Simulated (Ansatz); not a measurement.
A nudged elastic band was laid between two geometries of BH4NO2 + FH (10 atoms, charge 0, multiplicity 1).

All numbers below come from RKS PBE/def2-SVP in Ansatz 0.2.0.

```
movable images  : 7
climbing image  : yes
spring          : 5.0 eV/Å²
optimiser       : quadratic models (default)
start path      : through a guess of the saddle point
force threshold : 0.05 eV/Å
iteration limit : 60
end points      : relaxed
```

Image 0:

```xyz
10
Properties=species:S:1:pos:R:3
B 0.256 -0.411 0.213
N 0.168 0.063 1.612
H -0.617 -0.335 2.140
H 1.029 -0.032 2.162
O 1.433 -0.975 -0.203
H 1.418 -1.110 -1.168
O -0.797 -0.223 -0.635
H -1.374 0.492 -0.268
F -1.407 1.915 0.874
H -0.664 1.415 1.300
```

Image 8:

```xyz
10
Properties=species:S:1:pos:R:3
B 0.034 0.219 0.098
N -0.046 0.147 1.818
H -0.362 -0.791 2.096
H 0.893 0.307 2.210
O 1.257 -0.470 -0.133
H 1.190 -0.920 -0.991
O -1.143 -0.418 -0.397
H -1.735 0.267 -0.753
F 0.048 1.612 -0.125
H -0.692 0.847 2.206
```

Question: What changes between the two ends?

Answer: Bonds broken: F9–H10. Bonds formed: B1–F9, N2–H10. BH4NO2 + FH becomes BFH5NO2.

Question: What energy profile does the band end with?

Answer: It converged. The highest image is number 4 of 0 to 8, 0.60 eV above the first end and 1.05 eV above the last; the last end lies 0.44 eV below the first. A vibrational analysis at the climbing image gives one clearly imaginary mode, 718i cm⁻¹: a first-order saddle point. The orbitals stay closed-shell, which can raise the energy where a bond breaks towards radicals; this wasn't checked here.

```tsv
image	path coordinate (Å)	energy (eV)	F9–H10 (Å)	B1–F9 (Å)	N2–H10 (Å)
0	0.00	0.00	0.99	2.93	1.62
1	0.59	0.03	0.98	2.85	1.65
2	1.17	0.11	0.97	2.75	1.68
3	1.76	0.20	0.98	2.51	1.62
4	2.34	0.60	1.18	1.90	1.28
5	2.90	-0.12	1.73	1.50	1.05
6	3.46	-0.43	2.33	1.42	1.03
7	4.02	-0.44	2.46	1.41	1.03
8	4.58	-0.44	2.56	1.41	1.03
```

Question: What is the geometry of the highest image?

Answer: 
```xyz
10
Properties=species:S:1:pos:R:3
B 0.055 -0.139 0.248
N -0.055 0.060 1.785
H -0.846 -0.404 2.242
H 0.818 -0.147 2.284
O 1.344 -0.420 -0.148
H 1.378 -0.506 -1.117
O -1.026 -0.596 -0.493
H -1.812 -0.034 -0.382
F -0.218 1.740 0.271
H -0.192 1.246 1.337
```

Question: What are the harmonic wavenumbers there?

Answer: 718i, 169, 288, 332, 351, 398, 418, 486, 605, 730, 806, 863, 907, 986, 1062, 1264, 1370, 1434, 1484, 1794, 3454, 3553, 3756, 3773 cm⁻¹.

The run took 2.5 min on 2 threads of Arm Neoverse V2, on a shared host, peak memory 0.12 GiB.
